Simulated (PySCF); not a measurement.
# Ga²⁺: ionisation energy

Ga²⁺ [Ar] 3d10 4s1 (2S) → Ga³⁺ [Ar] 3d10 (1S), as a difference of total energies. Calculation: PySCF 2.14, in def2-QZVPPD (12s7p5d4f1g, 95 functions); the non-relativistic Hamiltonian (point nucleus). Correlated levels: valence and next inner shell: [Ne] frozen. The calculations carry no spin-orbit coupling.

```json
{"method": "UHF", "ionisation energy (eV)": "29.190", "difference from reference (eV)": "-1.536"}
{"method": "MP2 (valence and next inner shell)", "ionisation energy (eV)": "30.183", "difference from reference (eV)": "-0.543"}
{"method": "SCS-MP2 (valence and next inner shell)", "ionisation energy (eV)": "30.000", "difference from reference (eV)": "-0.726"}
{"method": "CCSD (valence and next inner shell)", "ionisation energy (eV)": "30.077", "difference from reference (eV)": "-0.649"}
{"method": "CCSD(T) (valence and next inner shell)", "ionisation energy (eV)": "30.131", "difference from reference (eV)": "-0.595"}
```

Reference: 30.726 eV (measured; NIST Atomic Spectra Database, ionization energies).

These non-relativistic numbers lack the scalar-relativistic shift.

Errors of the correlated levels include the incompleteness of this basis and the frozen core.
